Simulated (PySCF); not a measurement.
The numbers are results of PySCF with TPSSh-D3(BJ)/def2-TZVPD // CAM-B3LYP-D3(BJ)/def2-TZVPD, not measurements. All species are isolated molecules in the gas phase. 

Reference species (SMILES): `C[SiH2][O-]` (charge -1, multiplicity 1).

The HOMO is -0.52 eV.

Changed species: `[O-][SiH3]` (X = H, proton removed; the reference has X = methyl, proton removed).

Predict the effect on the HOMO.

the HOMO goes up by 0.02 eV, to -0.50 eV.
